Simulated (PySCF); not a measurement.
Level of theory: CAM-B3LYP-D3(BJ)/def2-TZVP (PySCF 2.14.0). All species are isolated molecules in the gas phase. One relaxed conformer stands for a flexible species; it need not be the lowest. 

Reference species (SMILES): `[InH3]` (neutral, multiplicity 1).

```json
{
  "HOMO": "-9.55 eV"
}
```

Changed species: `[InH2][NH2]` (whole molecule; the reference has whole molecule).

**Question.** Predict the effect on the HOMO.

**Answer.** the HOMO goes up by 1.19 eV, to -8.36 eV.
